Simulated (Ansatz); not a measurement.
C4HF7O, SMILES `FC1OC(F)(F)C(F)(F)C1(F)F` at its PBE0-D4/def2-TZVP geometry, where that method's forces vanish. Charge 0, multiplicity 1.

| atom | x (Å) | y (Å) | z (Å) |
| --- | --- | --- | --- |
| F1 | -0.1025 | -2.0835 | -1.0475 |
| C2 | -0.1936 | -1.3516 | 0.0825 |
| O3 | -1.3467 | -0.5661 | 0.0612 |
| C4 | -1.0748 | 0.7179 | -0.3490 |
| F5 | -2.0200 | 1.5181 | 0.1129 |
| F6 | -1.0562 | 0.8115 | -1.6843 |
| C7 | 0.3282 | 1.0292 | 0.2239 |
| F8 | 0.9912 | 1.9453 | -0.4730 |
| F9 | 0.1967 | 1.4425 | 1.4893 |
| C10 | 1.0040 | -0.3694 | 0.1928 |
| F11 | 1.8181 | -0.4661 | -0.8569 |
| F12 | 1.7052 | -0.6031 | 1.3096 |
| H13 | -0.2497 | -2.0247 | 0.9386 |

(1) For each bond, give half the difference of the two atoms' forces along it (eV/Å; positive pushes the atoms apart) under PBE-D4, r2SCAN-D4, B3LYP-D4, ωB97M-V in def2-TZVPP. (An estimate is asked.)

Answers

(1) Computed: 
```
   bond  length (Å)  PBE-D4  r2SCAN-D4  B3LYP-D4  ωB97M-V
  F1–C2       1.349    0.60       0.32      0.33     0.23
  C2–O3       1.395    0.25       0.23      0.18     0.13
 C2–C10       1.553   -0.23      -0.14     -0.05    -0.12
 C2–H13       1.091   -0.01      -0.16     -0.27    -0.20
  O3–C4       1.375    0.30       0.17      0.11     0.06
  C4–F5       1.322    0.58       0.24      0.22     0.19
  C4–F6       1.339    0.59       0.28      0.29     0.16
  C4–C7       1.547   -0.36      -0.25     -0.14    -0.20
  C7–F8       1.328    0.59       0.28      0.27     0.21
  C7–F9       1.338    0.59       0.30      0.30     0.22
 C7–C10       1.554   -0.26      -0.18     -0.14    -0.20
C10–F11       1.332    0.59       0.28      0.28     0.22
C10–F12       1.339    0.57       0.29      0.28     0.22
```

B3LYP here is the variant with VWN-RPA as its local correlation; programs differ in this.
